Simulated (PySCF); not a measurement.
```xyz
3
charge 0 multiplicity 1, angstrom
Ce    0.1234    0.0000   -0.0864
N    -1.3756    0.0000    0.6911
H     2.0286    0.0000    0.7995
```

Computed with PBE0/[Ce def2-TZVP with ECP28, N def2-TZVP, H def2-TZVP], scalar-relativistic core potentials, density fitting, no spin–orbit coupling, PySCF.

This geometry of HCeN is a stationary point at this level.

(1) What is the point group?

(2) Is it a minimum?

(3) Which band is strongest in the infrared?

(4) Give the atomic charges and bond orders.

(5) Give the ideal-gas entropy at 298.15 K and 1 bar by parts.

Answers

(1) Cs.

(2) Yes: all harmonic wavenumbers are real.

(3) 1289 cm⁻¹ (a'), 646 km/mol.

(4) 
```json
{"atom": "Ce1", "Mulliken": "0.75", "Löwdin": "0.59", "polar tensor": "1.70", "Mayer order to Ce1": "–"}
{"atom": "N2", "Mulliken": "-0.46", "Löwdin": "-0.36", "polar tensor": "-1.10", "Mayer order to Ce1": "2.92"}
{"atom": "H3", "Mulliken": "-0.29", "Löwdin": "-0.23", "polar tensor": "-0.60", "Mayer order to Ce1": "0.89"}
```

(5) translation 171.7, rotation 83.1, vibration 11.5, spin 0.0; total 266.4 J/(mol K).

This need not be the most stable arrangement of these atoms.
